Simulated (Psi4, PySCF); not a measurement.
PySCF was given this input:
```python
from pyscf import gto, scf, dft

mol = gto.Mole()
mol.atom = '''
    Nb    0.000000    0.000000    0.000000
'''
mol.basis = 'def2-tzvp'
mol.ecp = {'Nb': 'def2-tzvp'}
mol.charge = 0
mol.spin = 5
mol.verbose = 4
mol.build()

mf = dft.UKS(mol)
mf.xc = 'b97m_v'
mf.grids.atom_grid = (99, 590)
mf.grids.prune = None
mf.kernel()
```

Q: Convert this to an input for Psi4.

A: This is not unique; one that fits is 
```
memory 2 GB

molecule {
0 6
Nb    0.00000000    0.00000000    0.00000000
}

set {
  basis def2-tzvp
  reference uks
  scf_type pk
  puream true
  d_convergence 1e-8
  dft_radial_points 99
  dft_spherical_points 590
}

energy('b97m-v')
print_variables()
```

Both were run: PySCF gave -56.837159 Eh and Psi4 -56.836734 Eh, 0.425 mEh apart.
